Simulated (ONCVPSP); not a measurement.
**boron (B), ONCV: configuration errors across variants**

```json
{"Element": "B", "Generator": "ONCVPSP 4.0.1", "Type": "optimised norm-conserving Vanderbilt (ONCV)", "Functional": "PBE", "Relativity": "scalar-relativistic", "Frozen core": "[He]", "Valence charge": "3", "Reference configuration": "2s1 (charge +2)", "Partial waves": "2s: rc 1.20 bohr, ncon 5, nbas 9, qcut 6.9 1/bohr, 2 projectors, debl 0.4 Ha; p scattering state at 0.29 Ha: rc 1.00 bohr, ncon 5, nbas 9, qcut 6.6 1/bohr, 2 projectors, debl 0.4 Ha; d scattering state at 0.23 Ha: rc 1.20 bohr, ncon 4, nbas 9, qcut 8.3 1/bohr, 2 projectors, debl 3.2 Ha", "Local potential": "polynomial inside 0.95 bohr (lpopt 5, dvloc0 3 Ha)", "Core correction": "Teter function, fcfact 2.25, rcfact 1.6"}
```

In the s channel the program set the typed energies aside and used -1.157, 0.250 Ha. In the p channel the program set the typed energies aside and used 0.050, 0.450 Ha.

All-electron excitation energies from the reference (eV): (1) 2s2 2p1 -33.642; (2) 2s2 -25.422; (3) 2s2 2p0.5 -30.754; (4) 2s1 2p2 -27.791.

Errors AE − PS in meV (a dash: test not solved or not reliable):

```tsv
change	(1)	(2)	(3)	(4)	bound ghosts	GHOST(+) flags above zero
base	+53	+17	+38	+84	none	p
core correction Teter function, fcfact 2.25, rcfact 0.96	+125	+33	+88	+202	none	p
core correction Teter function, fcfact 2.25, rcfact 1.16	+98	+29	+71	+156	none	p
core correction Teter function, fcfact 2.25, rcfact 1.38	+74	+25	+54	+114	none	p
core correction Teter function, fcfact 2.25, rcfact 1.54	+59	+20	+43	+92	none	p
core correction Teter function, fcfact 2.25, rcfact 1.8	+18	-1.3	+9.5	+51	none	p
```

Give the same row for: core correction Teter function, fcfact 2.25, rcfact 1.98.

-37, -28, -33, +3.2; bound ghosts: none; GHOST(+) flags above zero: p.
